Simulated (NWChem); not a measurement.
System: ammonium (NH₄ cation); SMILES [NH4+]

```xyz
5

N      0.0000     0.0000     0.0000
H     -0.5910    -0.5910    -0.5910
H      0.5910     0.5910    -0.5910
H     -0.5910     0.5910     0.5910
H      0.5910    -0.5910     0.5910
```
Atoms are numbered in this order, from 1.

Results from NWChem. Geometry optimised at PBE0-D3(BJ)/def2-TZVP; all other runs use it. Pople sets run with spherical d functions.

```csv
quantity,level,value
"vertical, lowest state with f > 0.02, singlet (eV)","B3LYP/def2-SVP, TDA",…
solvation free energy (kcal/mol) in water,"PBE0/def2-SVP, SMD",…
"first state with f > 0.002 (eV), N K edge, unshifted","B3LYP/6-311G**, TDA",…
"J(14N atom 1, 1H atom 2) (Hz)",B3LYP/6-31G**,56.2
anisotropy (bohr³) at 589 nm,B3LYP/def2-SVP,0.0
highest harmonic frequency (cm⁻¹),PBE0-D3(BJ)/def2-TZVP,3507
```

Complete the blanks.


- vertical, lowest state with f > 0.02, singlet (eV), value: 15.24
- solvation free energy (kcal/mol) in water, value: -81.1
- first state with f > 0.002 (eV), N K edge, unshifted, value: 393.5
